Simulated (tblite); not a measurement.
Species: C₃H₁₁NPSi (doublet state).
Z-matrix (Å and degrees, GFN2-xTB geometry), rows numbered from 1:
```
C 
C   1  1.5239
C   2  1.5322  1  112.51
N   3  1.4431  2  114.23  1    61.90
Si  4  1.7193  3  122.70  2    77.90
P   5  2.2337  4  106.73  3  -176.95
H   1  1.0871  2  110.35  3   176.68
H   1  1.0878  2  110.73  3   -63.73
H   1  1.0885  2  110.53  3    56.83
H   2  1.0915  1  109.62  3   121.02
H   2  1.0916  1  109.50  3  -120.56
H   3  1.0920  2  109.04  1  -178.09
H   3  1.0956  2  109.30  1   -59.98
H   4  1.0098  3  111.54  2   -70.40
H   5  1.4677  4  105.36  3    62.37
H   5  1.4731  4  117.21  3   -58.58
H   6  1.3874  5   94.44  4   -56.89
```

Computed with GFN2-xTB (tblite): harmonic, unscaled wavenumbers at the GFN2-xTB geometry, gas phase. Errors from tens to a few hundred cm⁻¹ against measured bands are possible. Modes of hydrogen on phosphorus and silicon can be 10 to 20 % off. One conformer, not necessarily the lowest. Open shells enter through the occupations alone, without spin polarisation, and single modes of such species can be off by tens of per cent.

Harmonic wavenumbers (cm⁻¹): 39.7, 49.1, 73.0, 106.2, 142.2, 224.4, 251.1, 347.9, 444.2, 464.8, 494.2, 521.0, 583.6, 674.0, 736.5, 769.8, 811.8, 845.1, 909.0, 932.1, 1048.3, 1098.9, 1118.7, 1164.7, 1214.8, 1255.2, 1330.4, 1341.8, 1370.5, 1412.7, 1477.7, 1484.1, 1502.5, 1509.5, 2146.8, 2201.9, 2315.8, 2924.5, 2973.5, 2979.7, 2991.4, 3027.2, 3031.6, 3043.0, 3432.4.

A = 4879, B = 926.9, C = 866.9 MHz; mass 120.040 u (most abundant isotopes); point group C1, symmetry number 1; spin multiplicity 2.

Task: What is the zero-point energy?

Result: ½Σν̃ = 29409 cm⁻¹ = 84.08 kcal/mol.

Task: Entropy at 298.15 K, 1 bar (ideal gas, RRHO, classical rotation)?

Result: Translation 40.29, rotation 28.80, vibration 30.37, spin (R ln 2) 1.38: S = 100.8 cal/(mol K).

Task: And Cp and H(298.15 K) − H(0)?

Result: Cp = 35.88 cal/(mol K), of which vibrations give 27.93 (their classical limit is 45 R = 89.4); H(298.15 K) − H(0) = 6.82 kcal/mol without the zero-point energy, 4.45 from vibrations.

Task: What must be added to the electronic energy to get the Gibbs energy at 298.15 K and 1 bar?

Result: ZPE + [H(298.15 K) − H(0)] − T·S = 84.08 + 6.82 − 30.06 = 60.84 kcal/mol.

Task: Blend soft modes into free rotors: weight 1/[1 + (100 cm⁻¹/ν̃)⁴] for the oscillator and the rest for a rotor with moment μB/(μ + B), μ = h/(8π²ν), B = 10⁻⁴⁴ kg m². What vibrational entropy results?

Result: 26.71 cal/(mol K) in place of 30.37, which changes −T·S at 298.15 K by +1.09 kcal/mol.

Hindered rotation and anharmonicity are outside this model. Other conformers, if any are populated, would add a mixing term that is left out. The structure is chiral; the term R ln 2 for an equal mix with its mirror image is left out.

On one thread of an AMD EPYC 7B13, no GPU (shared host), this took 0.66 s of wall time. The figure is for the frequency step alone.
